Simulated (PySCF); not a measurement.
BF, triplet, geometry from GFN2-xTB (the spin is typed, not shown lowest), with bond 2-1 at 2.0 times its length; PBE/cc-pVDZ (PySCF).

Here is a job for PySCF.
```python
from pyscf import gto, scf, dft

mol = gto.Mole()
mol.atom = '''
    B    -0.000000   -0.000000   -0.862122
    F     0.000000    0.000000    1.820036
'''
mol.basis = 'cc-pvdz'
mol.charge = 0
mol.spin = 2
mol.verbose = 4
mol.build()

mf = dft.UKS(mol)
mf.xc = 'pbe'
mf.diis = False
mf.damp = 0.3
mf.diis_start_cycle = 200
mf.max_cycle = 150
mf.kernel()
mf.analyze()
```

The log (banner, timings and long lists left out):

```
PySCF version 2.14.0

[INPUT] verbose = 4
[INPUT] num. atoms = 2
[INPUT] num. electrons = 14
[INPUT] charge = 0
[INPUT] spin (= nelec alpha-beta = 2S) = 2
[INPUT] symmetry False subgroup None
[INPUT] Mole.unit = angstrom
[INPUT] Symbol           X                Y                Z      unit          X                Y                Z       unit  Magmom
[...]
nuclear repulsion = 8.87828923255081
number of shells = 10
number of NR pGTOs = 52
number of NR cGTOs = 28
basis = cc-pvdz
ecp = {}

******** <class 'pyscf.dft.uks.UKS'> ********
method = UKS
initial guess = minao
damping factor = 0.3
level_shift factor = 0
DIIS disabled
SCF conv_tol = 1e-09
SCF conv_tol_grad = None
SCF max_cycles = 150
direct_scf = True
direct_scf_tol = 1e-13
number electrons alpha = 8  beta = 6
XC library pyscf.dft.libxc version 7.1.2
    S. Lehtola, C. Steigemann, M. J. T. Oliveira, and M. A. L. Marques,  SoftwareX 7, 1–5 (2018)
XC functionals = pbe
    J. P. Perdew, K. Burke, and M. Ernzerhof,  Phys. Rev. Lett. 77, 3865 (1996)
    J. P. Perdew, K. Burke, and M. Ernzerhof,  Phys. Rev. Lett. 78, 1396 (1997)
    J. P. Perdew, K. Burke, and M. Ernzerhof,  Phys. Rev. Lett. 77, 3865 (1996)
    J. P. Perdew, K. Burke, and M. Ernzerhof,  Phys. Rev. Lett. 78, 1396 (1997)
radial grids:
    Treutler-Ahlrichs [JCP 102, 346 (1995); DOI:10.1063/1.469408] (M4) radial grids

becke partition: Becke, JCP 88, 2547 (1988); DOI:10.1063/1.454033
pruning grids: <function nwchem_prune>
grids dens level: 3
symmetrized grids: False
atomic radii adjust function: <function treutler_atomic_radii_adjust>
small_rho_cutoff = 0
Set gradient conv threshold to 3.16228e-05
tot grids = 28312
init E= -124.187872563773

cycle= 1 E= -123.890977957401  delta_E= 0.297  |g|= 0.686  |ddm|=  0.9

cycle= 2 E= -115.249841666354  delta_E= 8.64  |g|= 2.39  |ddm|= 2.29
cycle= 3 E= -116.571240873959  delta_E= -1.32  |g|= 2.62  |ddm|= 3.95

cycle= 4 E= -104.770902593076  delta_E= 11.8  |g|= 2.88  |ddm|= 4.68
cycle= 5 E= -115.435843952346  delta_E= -10.7  |g|= 2.63  |ddm|= 5.24

cycle= 6 E= -107.773095290215  delta_E= 7.66  |g|= 3.67  |ddm|= 5.15
cycle= 7 E= -115.632037305251  delta_E= -7.86  |g|= 2.61  |ddm|= 5.09

cycle= 8 E= -106.310182526849  delta_E= 9.32  |g|= 3.48  |ddm|= 5.13
cycle= 9 E= -115.533289756505  delta_E= -9.22  |g|= 2.62  |ddm|= 5.17

cycle= 10 E= -107.177780266835  delta_E= 8.36  |g|= 3.64  |ddm|= 5.15
cycle= 11 E= -115.593770731321  delta_E= -8.42  |g|= 2.61  |ddm|= 5.13

cycle= 12 E= -106.666400587044  delta_E= 8.93  |g|= 3.56  |ddm|= 5.14
cycle= 13 E= -115.558032074408  delta_E= -8.89  |g|= 2.62  |ddm|= 5.15

cycle= 14 E= -106.966607789422  delta_E= 8.59  |g|= 3.62  |ddm|= 5.15
cycle= 15 E= -115.57899352676  delta_E= -8.61  |g|= 2.61  |ddm|= 5.14

cycle= 16 E= -106.789431182972  delta_E= 8.79  |g|= 3.59  |ddm|= 5.14
cycle= 17 E= -115.566604955511  delta_E= -8.78  |g|= 2.61  |ddm|= 5.15

cycle= 18 E= -106.893716592594  delta_E= 8.67  |g|=  3.6  |ddm|= 5.14
cycle= 19 E= -115.573891579707  delta_E= -8.68  |g|= 2.61  |ddm|= 5.14

cycle= 20 E= -106.832215409956  delta_E= 8.74  |g|= 3.59  |ddm|= 5.14
cycle= 21 E= -115.569592193146  delta_E= -8.74  |g|= 2.61  |ddm|= 5.14

cycle= 22 E= -106.868446225981  delta_E=  8.7  |g|=  3.6  |ddm|= 5.14
cycle= 23 E= -115.5721242781  delta_E= -8.7  |g|= 2.61  |ddm|= 5.14

cycle= 24 E= -106.847087806522  delta_E= 8.73  |g|=  3.6  |ddm|= 5.14
cycle= 25 E= -115.570631324351  delta_E= -8.72  |g|= 2.61  |ddm|= 5.14

cycle= 26 E= -106.859673622189  delta_E= 8.71  |g|=  3.6  |ddm|= 5.14
cycle= 27 E= -115.571510980363  delta_E= -8.71  |g|= 2.61  |ddm|= 5.14

cycle= 28 E= -106.852255128005  delta_E= 8.72  |g|=  3.6  |ddm|= 5.14
cycle= 29 E= -115.570992446758  delta_E= -8.72  |g|= 2.61  |ddm|= 5.14

cycle= 30 E= -106.856626858712  delta_E= 8.71  |g|=  3.6  |ddm|= 5.14
cycle= 31 E= -115.571298004593  delta_E= -8.71  |g|= 2.61  |ddm|= 5.14

cycle= 32 E= -106.854049994709  delta_E= 8.72  |g|=  3.6  |ddm|= 5.14
[...]
cycle= 127 E= -115.571183948752  delta_E= -8.72  |g|= 2.61  |ddm|= 5.14

cycle= 128 E= -106.854996842012  delta_E= 8.72  |g|=  3.6  |ddm|= 5.14
cycle= 129 E= -115.571183931325  delta_E= -8.72  |g|= 2.61  |ddm|= 5.14

cycle= 130 E= -106.854996636519  delta_E= 8.72  |g|=  3.6  |ddm|= 5.14
cycle= 131 E= -115.571183913806  delta_E= -8.72  |g|= 2.61  |ddm|= 5.14

cycle= 132 E= -106.854996429878  delta_E= 8.72  |g|=  3.6  |ddm|= 5.14
cycle= 133 E= -115.571183896196  delta_E= -8.72  |g|= 2.61  |ddm|= 5.14

cycle= 134 E= -106.854996222085  delta_E= 8.72  |g|=  3.6  |ddm|= 5.14
cycle= 135 E= -115.571183878493  delta_E= -8.72  |g|= 2.61  |ddm|= 5.14

cycle= 136 E= -106.854996013132  delta_E= 8.72  |g|=  3.6  |ddm|= 5.14
cycle= 137 E= -115.571183860698  delta_E= -8.72  |g|= 2.61  |ddm|= 5.14

cycle= 138 E= -106.854995803015  delta_E= 8.72  |g|=  3.6  |ddm|= 5.14
cycle= 139 E= -115.571183842809  delta_E= -8.72  |g|= 2.61  |ddm|= 5.14

cycle= 140 E= -106.854995591728  delta_E= 8.72  |g|=  3.6  |ddm|= 5.14
cycle= 141 E= -115.571183824828  delta_E= -8.72  |g|= 2.61  |ddm|= 5.14

cycle= 142 E= -106.854995379267  delta_E= 8.72  |g|=  3.6  |ddm|= 5.14
cycle= 143 E= -115.571183806753  delta_E= -8.72  |g|= 2.61  |ddm|= 5.14

cycle= 144 E= -106.854995165625  delta_E= 8.72  |g|=  3.6  |ddm|= 5.14
cycle= 145 E= -115.571183788584  delta_E= -8.72  |g|= 2.61  |ddm|= 5.14

cycle= 146 E= -106.854994950798  delta_E= 8.72  |g|=  3.6  |ddm|= 5.14
cycle= 147 E= -115.571183770321  delta_E= -8.72  |g|= 2.61  |ddm|= 5.14

cycle= 148 E= -106.854994734778  delta_E= 8.72  |g|=  3.6  |ddm|= 5.14
cycle= 149 E= -115.571183751963  delta_E= -8.72  |g|= 2.61  |ddm|= 5.14

cycle= 150 E= -106.854994517563  delta_E= 8.72  |g|=  3.6  |ddm|= 5.14
SCF not converged.
SCF energy = -106.854994517563 after 150 cycles  <S^2> = 2.0009873  2S+1 = 3.0006581
**** SCF Summaries ****
Total Energy =                        -106.854994517563370
Nuclear Repulsion Energy =               8.878289232550806
One-electron Energy =                 -159.196058568697566
Two-electron Energy =                   43.462774818583384
Two-electron Coulomb Energy =           55.733477158046853
DFT Exchange-Correlation Energy =      -12.270702339463469
**** MO energy ****
                             alpha | beta                alpha | beta
[...]
To work with the spin densities directly, `use mulliken_meta_spin()` only printing them here.

 ** Mulliken spin pop alpha/beta on meta-lowdin orthogonal AOs **
 ** Mulliken Spin Density (per AO)  **
spin_pop of  0 B 1s       -0.00000
spin_pop of  0 B 2s        0.00844
spin_pop of  0 B 3s        0.00470
spin_pop of  0 B 2px       0.01026
spin_pop of  0 B 2py       0.00364
spin_pop of  0 B 2pz       0.24420
spin_pop of  0 B 3px       0.95822
spin_pop of  0 B 3py      -0.00057
spin_pop of  0 B 3pz       0.02646
spin_pop of  0 B 3dxy     -0.00000
spin_pop of  0 B 3dyz     -0.00016
spin_pop of  0 B 3dz^2     0.00214
spin_pop of  0 B 3dxz     -0.00024
spin_pop of  0 B 3dx2-y2   -0.00001
spin_pop of  1 F 1s       -0.00000
spin_pop of  1 F 2s        0.68118
spin_pop of  1 F 3s        0.02453
spin_pop of  1 F 2px       0.02407
spin_pop of  1 F 2py       0.00014
spin_pop of  1 F 2pz       0.00732
spin_pop of  1 F 3px       0.00457
spin_pop of  1 F 3py      -0.00000
spin_pop of  1 F 3pz       0.00104
spin_pop of  1 F 3dxy      0.00000
spin_pop of  1 F 3dyz      0.00000
spin_pop of  1 F 3dz^2     0.00000
spin_pop of  1 F 3dxz      0.00007
spin_pop of  1 F 3dx2-y2    0.00000
 ** Mulliken Spin Density (per atom)  **
spin density of  0 B =      1.25708
spin density of  1 F =      0.74292
 ** Mulliken pop alpha/beta on meta-lowdin orthogonal AOs **
 ** Mulliken pop       alpha | beta **
[...]
In total             8.00000 | 6.00000
 ** Mulliken atomic charges   ( Nelec_alpha | Nelec_beta ) **
charge of  0B =     -5.72666  (     5.99187      4.73479 )
charge of  1F =      5.72666  (     2.00813      1.26521 )
Dipole moment(X, Y, Z, Debye): -0.00000, -0.00000, 74.80993
```

Convergence was not reached.
